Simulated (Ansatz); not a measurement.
Ansatz (an electronic-structure program) input (PBE0/def2-TZVPD):

Ansatz 0.2 input:
```yaml
crystal:
  periodic: [false, false, false]
  atoms:
    - {symbol: Rb, position_ang: [-0.00000000, -0.00000000, -0.95163916]}
    - {symbol: Cl, position_ang: [0.00000000, 0.00000000, 2.07121463]}
basis:
  gaussian:
    orbitals: def2-TZVPD
hamiltonian:
  xc: {name: PBE0}
total_charge: -1
magnetization: {spin_polarized: true, initial_magnetization: 1}
output: {forces: true}
```

End of the output:

```
632 factors; their error is unknown
mean field: 0.26 GiB planned
mean field evaluation 1: about -13171.4070 eV, gradient 2.7e1 eV
mean field evaluation 2: about -13172.0201 eV, gradient 3.3e1 eV
mean field evaluation 4: about -13177.2419 eV, gradient 5.5e-1 eV
mean field evaluation 8: about -13177.2810 eV, gradient 1.4e-2 eV
mean field evaluation 16: about -13177.2810 eV, gradient 8.2e-5 eV
mean field evaluation 32: about -13177.2810 eV, gradient 1.4e-5 eV
mean field -13177.28097771 eV, -484.2561440490 hartree, gradient 1.6e-5 eV, S^2 0.750044; 8 other end points of the search recorded, 0 dependent functions left out
the calculation of the forces begins
reference -13177.28100583 eV, -484.2561450824 hartree; 14, 13 occupied and 65, 66 virtual orbitals, 632 factors
Total energy: -13177.28100583 eV, -484.2561450824 hartree
Atom 0 at    -0.000000    -0.000000    -0.951639 Å, force    -0.000000    -0.000000     0.044151 eV/Å
Atom 1 at     0.000000     0.000000     2.071215 Å, force     0.000000     0.000000    -0.044151 eV/Å
Dipole moment:     0.000000    -0.000000     0.220219 e Å
```
